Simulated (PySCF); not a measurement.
## Correlation energy of Ge (germanium, neutral)

[Ar] 3d10 4s1 4p3, high-spin 5S determinant (an excited configuration). All numbers are calculated (PySCF 2.14, no relativity, point nucleus, in def2-QZVPPD). Frozen: [Ar] 3d10; 4 electrons correlated.

| level | correlation energy (mhartree) |
| --- | --- |
| CCSD | -25.37 |
| (T) | -0.42 |
| CCSD(T) | -25.79 |

Diagnostics: T1 = 0.0023, D1 = 0.0056, largest double amplitude 0.037.

Is a single reference adequate?

Yes, within this model without spin-orbit coupling: T1 lies below 0.03 and no double amplitude reaches 0.07.
